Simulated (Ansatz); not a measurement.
Reaction (ligand exchange at the Si–F bond): `F[SiH2][AlH][NH][SiH3]` + HCl → `[SiH3][NH][AlH][SiH2]Cl` + H–F

Gas-phase electronic energies from Ansatz, PBE0-D4/def2-TZVP geometries. CCSD(T)/CBS adds triple-zeta CCSD(T) − MP2 to the extrapolated MP2 energy (def2 sets, frozen cores). This one scheme is used for every species. Functionals use def2-TZVPP. B3LYP here is the variant with VWN-RPA as its local correlation; programs differ in this. Each species was taken in one conformer, which may not be the lowest.

| level | ΔE (kcal/mol) | difference from CCSD(T)/CBS |
| --- | --- | --- |
| PBE-D4 | 4.1 | -1.0 |
| r2SCAN-D4 | 5.9 | 0.8 |
| PBE0-D4 | 3.8 | -1.3 |
| B3LYP-D4 | 6.4 | 1.3 |
| ωB97X-V | 6.3 | 1.2 |
| ωB97M-V | 5.8 | 0.7 |
| B2PLYP | 7.3 | 2.2 |
| PBE | 5.3 | 0.2 |
| r2SCAN | 6.2 | 1.1 |
| PBE0 | 4.8 | -0.3 |
| B3LYP | 8.2 | 3.1 |
| HF/def2-TZVPP | 9.1 | 4.0 |
| MP2/def2-TZVPP | 4.7 | -0.4 |
| SCS-MP2/def2-TZVPP | 6.4 | 1.3 |
| CCSD/def2-TZVPP | 6.7 | 1.6 |
| CCSD(T)/def2-TZVPP | 6.1 | 1.0 |
| HF/def2-QZVPP | 9.6 | 4.5 |
| MP2/def2-QZVPP | 4.3 | -0.8 |
| SCS-MP2/def2-QZVPP | 6.0 | 0.9 |
| HF/CBS(def2) | 9.6 | 4.5 |
| MP2/CBS(def2) | 3.8 | -1.3 |
| CCSD/CBS(def2) | 5.8 | 0.7 |
| CCSD(T)/CBS | 5.1 | 0 |

Largest T1 diagnostic among the species: 0.012.

The D4 term adds −1.8 kcal/mol with B3LYP and −1.0 kcal/mol with PBE0; it sums over pairs of atoms, weighted by their polarisabilities, and B3LYP, whose exchange is more repulsive, gets the larger term. In def2-TZVPP, CCSD(T) changes the Hartree–Fock value by −3.0 kcal/mol (the triples alone add −0.6 kcal/mol) and MP2 by −4.4 kcal/mol.
